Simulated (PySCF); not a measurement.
## Orbital energies and ionisation energy

Compound: C3H11PSi2.
Z-matrix (Å and degrees, PBE0-D3(BJ)/def2-SVP geometry), rows numbered from 1:
```
Si
P   1  2.2591
Si  2  2.2701  1   95.52
C   3  1.8659  2  108.56  1  -173.41
C   4  1.5100  3  121.43  2   -30.39
C   5  1.4916  4   60.38  3   109.29
H   1  1.4965  2  113.69  3   -42.26
H   1  1.4938  2  108.78  3  -163.76
H   1  1.4931  2  107.35  3    78.07
H   2  1.4296  1   95.04  3    95.79
H   3  1.4977  2  106.43  1   -53.83
H   3  1.4967  2  111.44  1    63.71
H   4  1.0968  3  114.21  2  -175.73
H   5  1.0933  4  117.54  6   108.93
H   5  1.0952  4  118.50  6  -107.55
H   6  1.0933  4  117.57  5  -108.89
H   6  1.0950  4  118.15  5   107.56
```

Level: B3LYP/def2-SVPD (PySCF). Frontier orbitals with their largest atomic shares (Löwdin; up to four atoms above 4 %):

| orbital | ε (eV) | main atoms |
| --- | --- | --- |
| HOMO−3 | -8.35 | P2 22 %, C6 19 %, C5 12 %, Si1 11 % |
| HOMO−2 | -8.23 | C4 29 %, C5 24 %, C6 12 %, Si3 11 % |
| HOMO−1 | -8.06 | C4 22 %, P2 16 %, Si3 15 %, C6 14 % |
| HOMO | -7.09 | ? |
| LUMO | -0.14 | P2 30 %, Si1 22 %, H10 14 %, Si3 11 % |
| LUMO+1 | -0.08 | Si1 24 %, P2 17 %, Si3 10 %, H7 7 % |
| LUMO+2 | 0.03 | Si3 26 %, P2 26 %, H12 10 %, Si1 10 % |

Q: What vertical ionisation energy does ΔSCF give, and how far is −ε(HOMO) from it?

A: ΔSCF: 9.11 eV (879 kJ/mol; threshold wavelength 136 nm); ⟨S²⟩ of the doublet left behind is 0.755, against 0.75 for a pure doublet. −ε(HOMO) is 7.09 eV, 2.02 eV below it. For the exact functional −ε(HOMO) would equal the first vertical ionisation energy; B3LYP (global hybrid, 20 % exact exchange) falls short of its own ΔSCF value by 22 %.

Q: On which atoms does the HOMO lie?

A: P2 (three-coordinate phosphorus) 62 %, Si3 (SiH2 silicon) 11 %, Si1 (SiH3 silicon) 10 %, H10 (P–H hydrogen) 6 %, so more than half of it is on one atom. The HOMO−1 lies 0.97 eV lower.

Q: What total energies stand behind the ΔSCF value?

A: E(N) = -1040.95366 Eh and E(N − 1) = -1040.61879 Eh at the same geometry, 0.33487 Eh apart.

Q: What kinetic energy would electrons from this vertical process carry with Lyman-α light (10.199 eV)?

A: 10.20 − 9.11 = 1.09 eV.

Q: Shift the occupied levels rigidly so that −ε(HOMO) equals the ΔSCF value. What binding energies result?

A: The shift is +2.02 eV: HOMO 9.11, HOMO−1 10.08, HOMO−2 10.25, HOMO−3 10.37 eV. A rigid shift is only a rough guide to the deeper ionisations.

Q: How many of the 10 lowest singlet excitations (vertical TDDFT, same level) lie below the ionisation energy?

A: All 10; they run from 5.99 to 7.32 eV.

One conformer (not necessarily the lowest) at the PBE0-D3(BJ)/def2-SVP geometry, without solvent, vibrations or thermal averaging.
